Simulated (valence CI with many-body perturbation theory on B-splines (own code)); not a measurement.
## Level structure of Ge²⁷⁺

Level of theory: configuration interaction combined with many-body perturbation theory (CI+MBPT): three valence electrons over a frozen Dirac-Fock core [He], radial functions for each j: 11 s, 11 p, 10 d, 8 f, 5 g, 2 h, with the one-electron correlation potential Σ1 (screened to all orders), the two-electron term Σ2, the three-electron term Σ3, Breit, model QED; selected single and double excitations, second order for the rest, scaled by the run's own slope (own B-spline code, finite nucleus).

No measured spectrum was set against this ion. As an estimate, large intervals hold to a few tenths of a per cent, small ones and those within an open d or f shell to about a per cent.

Levels 46 to 90 of 208, with energies above the lowest level, (2s^2 2p1/2) J=1/2. "Leading %" is the weight of the configuration and term that name the level; weights of strongly mixed levels are sums over their largest components and can fall short. In the jj column 3d3/2^4 stands for four electrons in 3d with j = 3/2. Lifetimes count E1, E2, E3, M1 and M2 decay at the calculated energies, and are blank where another channel may lead or the interval is too uncertain; long ones can be off by a factor of two.

```
No.  Configuration  Term    J  E (× 10³ cm⁻¹)  Leading %   Second component                Leading jj  Lifetime
 46       2s.2p.3s   2P°  3/2           14126         49  30 % 2s.2p.3d 2D°        2s 2p3/2 3s (47 %)   80.0 fs
 47       2s.2p.3p    2D  5/2           14135         61   36 % 2s.2p.3p 4P     2s 2p3/2 3p3/2 (94 %)   64.5 fs
 48       2s.2p.3p    2S  1/2           14160         70   16 % 2s.2p.3p 2P     2s 2p3/2 3p3/2 (91 %)   46.8 fs
 49       2s.2p.3d   4F°  9/2           14241        100                       2s 2p3/2 3d5/2 (100 %)   1.25 ns
 50       2s.2p.3d   4D°  7/2           14269         66  31 % 2s.2p.3d 4F°     2s 2p3/2 3d5/2 (52 %)   19.3 fs
 51       2s.2p.3d   4D°  5/2           14274         53  15 % 2s.2p.3d 4P°     2s 2p3/2 3d3/2 (92 %)   18.7 fs
 52       2s.2p.3d   4P°  3/2           14287         59  35 % 2s.2p.3d 4D°     2s 2p3/2 3d3/2 (91 %)   18.8 fs
 53       2s.2p.3d   4P°  1/2           14292         89   9 % 2s.2p.3d 4D°     2s 2p3/2 3d3/2 (96 %)   22.0 fs
 54         2p2.3s    4P  1/2           14316         46   20 % 2s.2p.3p 2P         2p1/2^2 3s (67 %)    160 fs
 55       2s.2p.3d   2D°  5/2           14324         45  24 % 2s.2p.3d 4P°     2s 2p3/2 3d5/2 (92 %)   28.0 fs
 56       2s.2p.3p    2D  3/2           14344         69   22 % 2s.2p.3p 2P     2s 2p3/2 3p1/2 (85 %)    201 fs
 57       2s.2p.3p    2P  1/2           14345         52     21 % 2p2.3s 4P     2s 2p3/2 3p1/2 (63 %)    130 fs
 58       2s.2p.3d   2P°  3/2           14365         55  28 % 2s.2p.3d 2D°     2s 2p3/2 3d5/2 (84 %)   28.2 fs
 59       2s.2p.3d   2F°  7/2           14399         93   6 % 2s.2p.3d 4D°     2s 2p3/2 3d5/2 (50 %)   16.7 fs
 60       2s.2p.3p    2D  5/2           14401         87      4 % 2p2.3s 2D     2s 2p3/2 3p3/2 (81 %)    272 fs
 61       2s.2p.3p    2P  3/2           14424         60   26 % 2s.2p.3p 2D     2s 2p3/2 3p3/2 (80 %)    153 fs
 62       2s.2p.3d   2P°  1/2           14426         89   7 % 2s.2p.3d 4D°     2s 2p3/2 3d5/2 (94 %)   21.8 fs
 63       2s.2p.3p    2S  1/2           14472         74   13 % 2s.2p.3p 2P     2s 2p3/2 3p3/2 (78 %)    544 fs
 64         2p2.3p   4D°  1/2           14501         50    24 % 2p2.3p 2P°      2p1/2^2 3p1/2 (89 %)   87.8 fs
 65         2p2.3s    4P  3/2           14526         91                        2p1/2 2p3/2 3s (94 %)    230 fs
 66         2p2.3s    2P  1/2           14590         70     17 % 2p2.3s 4P     2p1/2 2p3/2 3s (86 %)    111 fs
 67         2p2.3s    4P  5/2           14598         59     35 % 2p2.3s 2D     2p1/2 2p3/2 3s (86 %)    160 fs
 68         2p2.3p   4D°  3/2           14610         41    24 % 2p2.3p 4P°      2p1/2^2 3p3/2 (77 %)   89.5 fs
 69       2s.2p.3d   2F°  5/2           14612         82   7 % 2s.2p.3d 2D°     2s 2p3/2 3d3/2 (85 %)   19.0 fs
 70       2s.2p.3d   2F°  7/2           14614         90                        2s 2p3/2 3d5/2 (83 %)   35.2 fs
 71       2s.2p.3d   2D°  3/2           14623         84   7 % 2s.2p.3d 2P°     2s 2p3/2 3d3/2 (78 %)   16.5 fs
 72         2p2.3s    2D  3/2           14648         51     40 % 2p2.3s 2P     2p1/2 2p3/2 3s (90 %)    116 fs
 73       2s.2p.3d   2D°  5/2           14653         84  12 % 2s.2p.3d 2F°     2s 2p3/2 3d5/2 (88 %)   16.2 fs
 74       2s.2p.3d   2P°  1/2           14661         92                        2s 2p3/2 3d3/2 (83 %)   23.7 fs
 75       2s.2p.3d   2P°  3/2           14685         88     6 % 2p2.3p 4D°     2s 2p3/2 3d5/2 (74 %)   23.7 fs
 76         2p2.3p   2S°  1/2           14699         35    33 % 2p2.3p 4P°  2p1/2 2p3/2 3p1/2 (94 %)   90.1 fs
 77         2p2.3p   4D°  3/2           14732         40    32 % 2p2.3p 2D°  2p1/2 2p3/2 3p1/2 (88 %)   92.4 fs
 78         2p2.3d    4F  3/2           14768         52     13 % 2p2.3d 4D      2p1/2^2 3d3/2 (90 %)    157 fs
 79         2p2.3p   4D°  5/2           14778         53    21 % 2p2.3p 2F°  2p1/2 2p3/2 3p1/2 (75 %)    129 fs
 80         2p2.3p   4P°  5/2           14800         43    28 % 2p2.3p 4D°  2p1/2 2p3/2 3p3/2 (87 %)   85.0 fs
 81         2p2.3p   4P°  1/2           14814         50    24 % 2p2.3p 2S°  2p1/2 2p3/2 3p3/2 (93 %)   78.6 fs
 82         2p2.3d    4F  5/2           14823         34     27 % 2p2.3d 4D      2p1/2^2 3d5/2 (84 %)   53.6 fs
 83         2p2.3p   2D°  3/2           14837         52    27 % 2p2.3p 4P°  2p1/2 2p3/2 3p3/2 (95 %)   76.1 fs
 84         2p2.3p   4D°  7/2           14864         60    37 % 2p2.3p 2F°  2p1/2 2p3/2 3p3/2 (89 %)    111 fs
 85         2p2.3s    2D  5/2           14885         58     38 % 2p2.3s 4P         2p3/2^2 3s (89 %)    119 fs
 86         2p2.3p   4S°  3/2           14887         47    24 % 2p2.3p 2P°  2p1/2 2p3/2 3p1/2 (76 %)   67.0 fs
 87         2p2.3p   2P°  3/2           14913         60    18 % 2p2.3p 2D°  2p1/2 2p3/2 3p3/2 (81 %)   63.9 fs
 88         2p2.3s    2P  3/2           14922         46     44 % 2p2.3s 2D         2p3/2^2 3s (93 %)    111 fs
 89         2p2.3p   2F°  5/2           14939         35    31 % 2p2.3p 2D°  2p1/2 2p3/2 3p3/2 (80 %)   83.7 fs
 90         2p2.3d    2P  3/2           14977         39     35 % 2p2.3d 4F  2p1/2 2p3/2 3d3/2 (94 %)   87.0 fs
```
